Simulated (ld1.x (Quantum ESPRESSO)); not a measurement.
Which change was made? (Ba, TM)

Ba, norm-conserving Troullier–Martins (Kleinman–Bylander form), made with ld1.x (Quantum ESPRESSO) 7.5 (BLYP, fully relativistic). Core [Kr] 4d10, reference 5s2 5p6 5d0 6s2 6p0. Waves: 5s (bound): rc 2.55 bohr; 5p (bound): rc 2.95 bohr; 5d (bound, empty): rc 4.20 bohr. Local part: all-electron potential smoothed inside 2.40 bohr (lloc = -1). Core correction: none.

Open shells are filled in proportion to 2j + 1 (rel_dist='average').

Occupied shells without a wave of their own: 6s. They enter only through the test configuration that unscreens the potential.

Cutoffs, loose and tight: the cutoffs (Ry, on a coarse ladder) from which the occupation-weighted sum of valence levels, in a spherical-Bessel basis at the reference potential, stays within 10 and 1 mRy of its value at 400 Ry. They do not see the model core or the augmentation charge, which bear on the density cutoff. Test errors are all-electron minus pseudo excitation energies from the reference, over the configurations 5s2 5p6 5d0 6s1 6p0; 5s2 5p6 5d0 6s0 6p0; 5s2 5p6 5d0 6s1.5 6p0; 5s2 5p6 5d1 6s0 6p0; 5s2 5p6 5d0 6s0 6p2; 5s2 5p6 5d0.5 6s1.5 6p0; 5s2 5p6 5d0 6s0 6p1; variants that change the core or the reference have their own tests.

The base gives: outcome: generated; cutoff, loose: 15 Ry; cutoff, tight: 30 Ry; bound ghosts: none; largest test error (meV): -611.

On the changes marked as counting shells twice: ld1.x takes every shell without a wave as core, so the model core holds the marked electrons as well and exchange and correlation see them twice. This cancels in the reference configuration, but the file is broken for other ones, and its errors say nothing about a proper core correction.

Q: After one change the result is: outcome: generated, misses its reference levels by 0.18 eV; cutoff, loose: 15 Ry; cutoff, tight: 30 Ry; bound ghosts: none; largest test error (meV): -738. Which change was it?
A. functional PBE
B. wave 5s (bound): rc 2.55 bohr becomes 5s (bound): rc 3.74 bohr
C. local potential all-electron potential smoothed inside 4.68 bohr (lloc = -1)
D. core correction a·sin(br)/r model core inside 1.88 bohr (6s counted twice)
E. all radii scaled by about 1.21 (s 3.10, p 3.58, d 5.10 bohr); local potential all-electron potential smoothed inside 2.92 bohr (lloc = -1)

A: A. The others give: local potential all-electron potential smoothed inside 4.68 bohr (lloc = -1) → outcome: generated, misses its reference levels by 1.28 eV; cutoff, loose: 15 Ry; cutoff, tight: 30 Ry; bound ghosts: none; largest test error (meV): +4874 | all radii scaled by about 1.21 (s 3.10, p 3.58, d 5.10 bohr); local potential all-electron potential smoothed inside 2.92 bohr (lloc = -1) → outcome: generated, misses its reference levels by 0.47 eV; cutoff, loose: 10 Ry; cutoff, tight: 18 Ry; bound ghosts: none; largest test error (meV): +1804 | wave 5s (bound): rc 2.55 bohr becomes 5s (bound): rc 3.74 bohr → outcome: generated, misses its reference levels by 1.16 eV; cutoff, loose: 15 Ry; cutoff, tight: 21 Ry; bound ghosts: none; largest test error (meV): -4943 | core correction a·sin(br)/r model core inside 1.88 bohr (6s counted twice) → outcome: generated; cutoff, loose: 15 Ry; cutoff, tight: 30 Ry; bound ghosts: none; largest test error (meV): -993.
